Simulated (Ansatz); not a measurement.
`C[SiH]1CS1` and `I[SiH]1CS1` differ in one atom or group.

Ansatz, PBE0-D4/def2-TZVP geometries, multiplicity 1. 

Elements past krypton have def2 core potentials.

```
                                      property  `C[SiH]1CS1`
size of the dipole moment (PBE/def2-TZVPP) / D          2.25
         LUMO energy (ωB97M-V/def2-TZVPP) / eV          1.93
            LUMO energy (PBE0/def2-TZVPP) / eV          0.21
           HOMO energy (B3LYP/def2-TZVPP) / eV         -6.51
           LUMO energy (B3LYP/def2-TZVPP) / eV          0.00
             LUMO energy (PBE/def2-TZVPP) / eV         -0.64
```

(1) What does the change do to each property? (Estimate.)

Answers

(1) The calculation gave: 
| property | `I[SiH]1CS1` | shift |
| --- | --- | --- |
| size of the dipole moment (PBE/def2-TZVPP) / D | 1.32 | -0.93 |
| LUMO energy (ωB97M-V/def2-TZVPP) / eV | 0.81 | -1.12 |
| LUMO energy (PBE0/def2-TZVPP) / eV | -1.05 | -1.26 |
| HOMO energy (B3LYP/def2-TZVPP) / eV | -6.96 | -0.45 |
| LUMO energy (B3LYP/def2-TZVPP) / eV | -1.27 | -1.27 |
| LUMO energy (PBE/def2-TZVPP) / eV | -1.89 | -1.25 |

With PBE0 the HOMO falls by 0.46 eV and the LUMO falls by 1.26 eV, so the gap narrows by about 0.80 eV. PBE moves the HOMO by -0.48 eV and ωB97M-V by -0.42 eV. The zero-point energy changes by -93.7 kJ/mol with -9 modes. Dipoles are sizes alone; their direction can turn.

B3LYP here is the variant with VWN-RPA as its local correlation; programs differ in this.

Spin–orbit coupling is left out; it splits and shifts lone-pair levels of the heavy atoms by tenths of an eV.
